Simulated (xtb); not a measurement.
H4Si2 (SMILES [SiH][SiH3]), singlet, at a GFN2-xTB geometry; GFN2-xTB with ALPB(water) in xtb.

The xtb input:
```
$ xtb mol.xyz --gfn 2 --chrg 0 --uhf 0 --alpb water --json

# file mol.xyz
6

Si    -0.28890628     0.94648061     0.77145085
H      0.38260808     2.12232723     0.12965429
Si     0.20732861    -0.80767768    -0.59742707
H      0.99631510    -0.86130348    -1.84096251
H     -1.09168725    -1.38838644    -0.98924045
H      0.85485143    -1.81587820     0.26421584
```

**Question.** What does xtb print? Leave out banner, timings and long lists.

**Answer.** 
```
   ID    Z sym.   atoms
    1   14 Si     1, 3
    2    1 H      2, 4-6

           -------------------------------------------------
          |                Calculation Setup                |
           -------------------------------------------------

           -------------------------------------------------
          |                 G F N 2 - x T B                 |
           -------------------------------------------------

      * Solvation model:               ALPB
        Solvent                        water
        Parameter file                 internal GFN2-xTB/ALPB
        Dielectric constant                8.0200E+01
        Reference state                gsolv [1 M gas/solution]
        Free energy shift                  1.0808E-03 Eh       6.7819E-01 kcal/mol
        Temperature                        2.9815E+02 K
        Density                            1.0000E+00 kg/L
        Solvent mass                       1.8000E+01 g/mol
        Interaction kernel             P16
        Born radius scaling (c1)           1.4744E+00
        Born radii integrator          GBOBC
        Born offset                        0.0000E+00 a0       0.0000E+00 AA
        H-bond correction              true
        Ion screening                  false
        Surface tension                    1.0000E-05 Eh       1.5569E+01 dyn/cm
        Grid points                               230 per atom

          ...................................................
          :                      SETUP                      :
          :.................................................:
          :  # basis functions                  24          :
          :  # atomic orbitals                  22          :
          :  # shells                           10          :
          :  # electrons                        12          :
          :  max. iterations                   250          :
          :  Hamiltonian                  GFN2-xTB          :
          :  restarted?                      false          :
          :  GBSA solvation                   true          :
          :  PC potential                    false          :
          :  electronic temp.          300.0000000     K    :
          :  accuracy                    1.0000000          :
          :  -> integral cutoff          0.2500000E+02      :
          :  -> integral neglect         0.1000000E-07      :
          :  -> SCF convergence          0.1000000E-05 Eh   :
[...]
         :: total energy              -5.424682793634 Eh    ::
[...]
        22                          0.9711758              26.4270
      -------------------------------------------------------------
                  HL-Gap            0.0654296 Eh            1.7804 eV
             Fermi-level           -0.2999119 Eh           -8.1610 eV

     #   Z          covCN         q      C6AA      α(0)
     1  14 Si       1.859     0.329   187.440    29.095
     2   1 H        0.907    -0.109     5.906     3.802
     3  14 Si       3.697     0.371   100.433    19.194
     4   1 H        0.915    -0.137     7.038     4.150
     5   1 H        0.915    -0.227    13.110     5.663
     6   1 H        0.915    -0.227    13.116     5.665

 Mol. C6AA /au·bohr⁶  :       1279.039603
 Mol. C8AA /au·bohr⁸  :      58617.832516
 Mol. α(0) /au        :         67.569080

Wiberg/Mayer (AO) data.
largest (>0.10) Wiberg bond orders for each atom

 ---------------------------------------------------------------------------
     #   Z sym  total        # sym  WBO       # sym  WBO       # sym  WBO
 ---------------------------------------------------------------------------
     1  14 Si   2.208 --     3 Si   1.177     2 H    0.939
     2   1 H    0.988 --     1 Si   0.939
     3  14 Si   3.850 --     1 Si   1.177     4 H    0.882     5 H    0.872
                             6 H    0.872
     4   1 H    0.981 --     3 Si   0.882
     5   1 H    0.948 --     3 Si   0.872
     6   1 H    0.948 --     3 Si   0.872
 ---------------------------------------------------------------------------

Topologies differ in total number of bonds
Writing topology from bond orders to xtbtopo.mol

molecular dipole:
                 x           y           z       tot (Debye)
 q only:       -0.269       1.183       0.821
   full:       -0.009       0.665       0.241       1.797
molecular quadrupole (traceless):
                xx          xy          yy          xz          yz          zz
 q only:        0.943      -0.618      -2.799      -0.915      -0.161       1.856
  q+dip:        1.040       0.292      -2.114      -0.623      -1.370       1.074
   full:        2.655       0.316      -2.110       2.456      -2.631      -0.544

           -------------------------------------------------
          | TOTAL ENERGY               -5.424682793634 Eh   |
          | GRADIENT NORM               0.011345138646 Eh/α |
          | HOMO-LUMO GAP               1.780430672013 eV   |
           -------------------------------------------------

normal termination of xtb
```
